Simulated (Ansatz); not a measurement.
Isolated molecules relaxed with PBE0-D4/def2-TZVP in Ansatz; ΔE leaves out vibrations. CCSD(T)/CBS is the MP2 limit (def2-TZVPP, def2-QZVPP) plus CCSD(T) − MP2 in def2-TZVPP, frozen cores. This one scheme is used for every species. Functionals use def2-TZVPP.

Consider the substitution at a C–C bond: `CC(F)=C=C[SiH3]` + HCl → `FC(Cl)=C=C[SiH3]` + CH₄.

CCSD(T)/CBS gives +44.8 kJ/mol.

(1) Another level gave +39.1 kJ/mol. Which?
A. r2SCAN/def2-TZVPP
B. HF/def2-TZVPP
C. CCSD(T)/def2-TZVPP
D. B2PLYP/def2-TZVPP

Largest T1 diagnostic among the species: 0.013.

Results:

(1) D. B2PLYP 39.1, r2SCAN 35.1, CCSD(T)/def2-TZVPP 44.6, HF/def2-TZVPP 52.8 kJ/mol.

From PBE to PBE0 (25 % exact exchange), in def2-TZVPP and without D4, ΔE moves by +7.6 kJ/mol. In def2-TZVPP, CCSD(T) changes the Hartree–Fock value by −8.2 kJ/mol (the triples alone add −3.3 kJ/mol) and MP2 by −10.7 kJ/mol.
